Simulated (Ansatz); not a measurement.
Geometry optimisation, RKS r2SCAN-D4/def2-SVP in Ansatz.

Input:

```yaml
crystal:
  periodic: [false, false, false]
  atoms:
    - { symbol: B, position_ang: [-0.144431, 0.617691, -0.444982] }
    - { symbol: "N", position_ang: [0.01014, -0.16842, 2.187684] }
    - { symbol: H, position_ang: [-0.805683, -0.321957, 2.783494] }
    - { symbol: H, position_ang: [0.820272, -0.286473, 2.79928] }
    - { symbol: O, position_ang: [1.102817, 0.126967, -0.681446] }
    - { symbol: H, position_ang: [1.142806, -0.835921, -0.717351] }
    - { symbol: O, position_ang: [-1.334134, -0.039507, -0.528892] }
    - { symbol: H, position_ang: [-1.239018, -0.99965, -0.500874] }
    - { symbol: S, position_ang: [-0.20311, 2.452078, -0.075231] }
    - { symbol: H, position_ang: [-1.547781, 2.481914, 0.04524] }
    - { symbol: H, position_ang: [-0.010978, 0.848879, 1.96748] }
basis:
  gaussian: { orbitals: def2-SVP }
hamiltonian:
  xc: r2scan
  dispersion: d4
relax:
  f_tol: 0.03
  max_steps: 50
```

Run as:

```bash
$ ansatz run input.yaml --threads 4 --pin off --max-ram 5120MiB --backend cpu --events-out ev --progress --plain --runs-dir out
```

Question: Where does it end, and by what steps?

Answer: It converged. The force dipped under the threshold on the way, but the program's further checks kept it going. After 25 steps the energy has fallen by 0.364 eV; S9 moved furthest, 1.99 Å.

| step | energy less start (eV) | largest force component (eV/Å) | accepted |
| --- | --- | --- | --- |
| 0 | 0.0000 | 0.625 | yes |
| 1 | -0.0222 | 0.495 | yes |
| 2 | -0.0321 | 0.415 | yes |
| 3 | -0.0406 | 0.378 | yes |
| 4 | -0.0539 | 0.507 | yes |
| 5 | -0.0740 | 0.861 | yes |
| 6 | -0.1185 | 0.809 | yes |
| 7 | -0.1713 | 0.566 | yes |
| 8 | -0.2255 | 0.626 | yes |
| 9 | -0.2696 | 0.716 | yes |
| 10 | -0.3134 | 0.068 | yes |
| 11 | -0.3193 | 0.346 | yes |
| 12 | -0.3451 | 0.146 | yes |
| 13 | -0.3475 | 0.090 | yes |
| 14 | -0.3421 | 0.685 | no |
| 15 | -0.3512 | 0.214 | yes |
| 16 | -0.3550 | 0.156 | yes |
| 17 | -0.3583 | 0.136 | yes |
| 18 | -0.3602 | 0.080 | yes |
| 19 | -0.3619 | 0.108 | yes |
| 20 | -0.3624 | 0.164 | yes |
| 21 | -0.3634 | 0.088 | yes |
| 22 | -0.3639 | 0.024 | yes |
| 23 | -0.3641 | 0.019 | yes |
| 24 | -0.3642 | 0.050 | yes |
| 25 | -0.3643 | 0.016 | yes |

```xyz
11
Properties=species:S:1:pos:R:3
B -0.197 1.198 -0.591
N -0.028 -0.843 2.284
H -0.884 -1.165 2.742
H 0.493 -1.690 2.051
O 1.132 0.871 -0.480
H 1.283 0.307 0.289
O -1.159 0.778 0.266
H -0.781 0.206 0.979
S -0.633 2.274 -2.012
H -1.946 2.307 -1.703
H 0.510 -0.366 3.010
```

Whether the end is a true minimum wasn't checked by a vibrational analysis.

Run time: 48 s on 4 threads of Arm Neoverse V2 (shared host), peak memory 0.17 GiB.
